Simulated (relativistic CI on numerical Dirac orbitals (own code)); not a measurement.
# Cr5+ (3d) in a crystal field

Calculated by Dirac-Coulomb-Breit CI, KLI orbitals optimised for each configuration, model QED (radiative potential, 1s self-energy scaled to tabulated hydrogen-like ionisation energies), valence Slater integrals scaled by 0.65, one configuration in a parametric crystal field (own radial code).

Field parameters in Wybourne normalisation: Oh B⁴₀ = 21Dq, B⁴₄ = √(5/14) B⁴₀. The field is a parameter set, without covalency.

S is read from ⟨S²⟩ = S(S + 1).

Levels (cm⁻¹, degeneracy): 0 (4), 554 (2), 15506 (4).

Q: Which field gives this pattern?
A. Oh, 10Dq = 34100 cm⁻¹
B. Oh, 10Dq = 5900 cm⁻¹
C. Oh, 10Dq = 15300 cm⁻¹
D. Oh, 10Dq = 29400 cm⁻¹

A: C. Oh, 10Dq = 15300 cm⁻¹, ground level with S = 0.50.
